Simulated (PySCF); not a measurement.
SMILES C=C[CH2][Al]([CH3])[CH2]C=C at its GFN2-xTB optimised geometry (Å):

```
21

Al    -0.5126    -1.0144     0.0000
C     -1.4735     0.7636     0.0000
C     -0.6431     1.7933     0.6817
C      0.0687     2.7280     0.0698
H     -2.4327     0.6471     0.5232
H     -1.7045     1.0909    -1.0216
H     -0.6272     1.7372     1.7656
H      0.0805     2.8150    -1.0045
H      0.6649     3.4401     0.6155
C      1.5043    -1.0144     0.0000
C      1.9709    -0.5379    -1.3339
C      2.4670     0.6638    -1.5848
H      1.8742    -2.0344     0.1744
H      1.9222    -0.3690     0.7826
H      1.8683    -1.2520    -2.1454
H      2.5820     1.3986    -0.8052
H      2.7700     0.9610    -2.5747
C     -1.5371    -2.7208    -0.0413
H     -1.5559    -3.2257     0.9304
H     -1.1106    -3.4401    -0.7485
H     -2.5820    -2.5694    -0.3331
```

Calculation: PySCF with PBE0/def2-SVP. Cells within 0.4 Å of a nucleus heavier than hydrogen are left out (blank, or x).

Map of the log10 of the electron density (e/bohr³), floored at −4 on the plane z = 0.8 Å:

```
|00000000000000000000000000000|
|00000000000000011000000000000|
|00000000000012233210000000000|
|00000000001233455431000000000|
|00000000012345677642000000000|
|00000000023456788753100000000|
|00000000234567898753100000000|
|00000001245788887643100000000|
|00000012356899887542100000000|
|000001234578xx976532110000000|
|000002456679xx875432111000000|
|00001356778898765432221000000|
|00001467888877654444321000000|
|00001357888776544566542100000|
|00001346677766555678753100000|
|00000234556666666799864200000|
|00000023455666667888754200000|
|00000012455666667788753200000|
|00000123456666666777653100000|
|00000234567766555677643100000|
|00000235678776544566542000000|
|00001245689875433455431000000|
|00000235789875322233210000000|
|00000134678864311111100000000|
|00000023566653200000000000000|
|00000012344432100000000000000|
|00000000122210000000000000000|
|00000000000000000000000000000|
|00000000000000000000000000000|
```
Scale: ten equal steps from -4.00 (start of '0') to -0.467 (end of '9'), in the order '0123456789'; x runs from -5.50 to 5.50, y from -5.50 (bottom) to 5.50 (top).
